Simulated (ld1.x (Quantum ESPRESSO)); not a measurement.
## What one change does to a pseudopotential (bismuth (Bi), TM)

ld1.x (Quantum ESPRESSO) 7.5 input, shortened:

```
&input
   title='Bi', zed=83., rel=1, dft='PBE', iswitch=3,
   config='[Xe] 4f14 5d10 6s2 6p3'
 /
 &inputp
   pseudotype=2, tm=.true., lloc=2,
   nlcc=.true., rcore=0.60
 /
3
6S  1  0   2.00   0.00  2.00  2.00  0.0
6P  2  1   3.00   0.00  2.05  2.05  0.0
5D  3  2  10.00   0.00  1.15  1.15  0.0
 &test
   configts(1)='5d10 6s2 6p3'
 /
```

All-electron outer shells of the reference configuration (PBE, scalar-relativistic, ld1.x):

```csv
shell,level (eV),outermost node (bohr),outermost maximum (bohr)
4f,-152.59,–,0.34
5p,-95.86,0.48,0.86
5d,-27.08,0.51,1.03
6s,-14.48,0.98,1.88
6p,-4.57,1.14,2.44
```

Change: core correction none.

Cutoffs: the cutoffs (Ry, on a coarse ladder) from which the occupation-weighted sum of valence levels, in a spherical-Bessel basis at the reference potential, stays within 10 and 1 mRy of its value at 400 Ry; they do not see the model core or the augmentation charge, which bear on the density cutoff. Errors are all-electron minus pseudo energies relative to the spin-unpolarised reference configuration.

Question: What does the change do?

Answer: The potential gets neither clearly harder nor softer (90 Ry and 120 Ry → 90 Ry and 120 Ry); both files keep a bound ghost (p, s); of the 6 tests that both files solve, the error grows in 0 and shrinks in 4 by more than 15 % and 0.3 meV (median size 26.1 → 14.1 meV).

| quantity | base | changed |
| --- | --- | --- |
| cutoff, loose | 90 Ry | 90 Ry |
| cutoff, tight | 120 Ry | 120 Ry |
| bound ghosts | s, p | s, p |
| tests counted (converged, no solver errors) | 6 of 7 | 6 of 7 |
| error for 5d10 6s2 6p2, meV [ΔE 7.91 eV] | -7.6 | -7.1 |
| error for 5d10 6s2 6p1, meV [ΔE 23.16 eV] | -24 | -19 |
| error for 5d10 6s2 6p0, meV [ΔE 46.50 eV] | -36 | -11 |
| error for 5d10 6s1 6p4, meV [ΔE 10.08 eV] | -12 | -8.5 |
| error for 5d10 6s1 6p0, meV [ΔE 91.91 eV] | -71 | +18 |
| error for 5d10 6s1 6p3, meV [ΔE 18.73 eV] | -28 | -24 |
| s: phases at 2.25 bohr within 0.05 rad from the reference energy up to (Ry; the scan ends near 5) | 3.8 | 3.8 |
| p: phases at 2.25 bohr within 0.05 rad from the reference energy up to (Ry; the scan ends near 5) | to the end of the scan | to the end of the scan |
| d: phases at 2.25 bohr within 0.05 rad from the reference energy up to (Ry; the scan ends near 5) | to the end of the scan | to the end of the scan |

Base: Tests not counted: 5d9 6s2 6p4 (solver errors, printed error -1689 eV). Changed file: Tests not counted: 5d9 6s2 6p4 (solver errors, printed error -206 eV). A true bound ghost makes a file unfit for plane-wave use even where its test errors are small: the radial tests pick states by their node count and pass the ghost by. Where a test does run into it, the solver fails or the error is huge.
